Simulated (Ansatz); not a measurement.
Species: KCl, net charge 0, singlet state. SMILES: [Cl][K]
Geometry: optimised at B3LYP-D3(BJ)/def2-TZVP (Ansatz, an electronic-structure program).

Quantity: vertical electron affinity (to the doublet state of charge -1; a negative value means that the extra electron is unbound and the number depends on the basis; each state is the SCF solution reached for its spin), in eV. Valence correlation only, unless marked. UHF or UKS for open shells. Spin-orbit coupling is left out. Frozen are the shells of the preceding noble gas and the d and f shells that filled before the atom's block. The outer core of K, Ca and their heavier congeners is not correlated, a term that matters for these elements. No relativistic terms. Anions need diffuse functions: def2-D sets add few. 

```json
[
 {"level": "SVWN5/def2-TZVPD", "program": "Ansatz", "vertical electron affinity (eV)": "0.64"},
 {"level": "PBE/def2-TZVPD", "program": "Ansatz", "vertical electron affinity (eV)": "0.62"},
 {"level": "r2SCAN/def2-TZVPD", "program": "Ansatz", "vertical electron affinity (eV)": "0.52"},
 {"level": "B3LYP/def2-TZVPD", "program": "Ansatz", "vertical electron affinity (eV)": "0.63"},
 {"level": "PBE0/def2-TZVPD", "program": "Ansatz", "vertical electron affinity (eV)": "0.61"},
 {"level": "CAM-B3LYP/def2-TZVPD", "program": "Ansatz", "vertical electron affinity (eV)": "0.59"},
 {"level": "wB97X-V/def2-TZVPD", "program": "Ansatz", "vertical electron affinity (eV)": "0.48"},
 {"level": "wB97X/def2-TZVPD", "program": "Ansatz", "vertical electron affinity (eV)": "0.42"},
 {"level": "CCSD(T)/def2-TZVPPD", "program": "Ansatz", "vertical electron affinity (eV)": "0.43"}
]
```
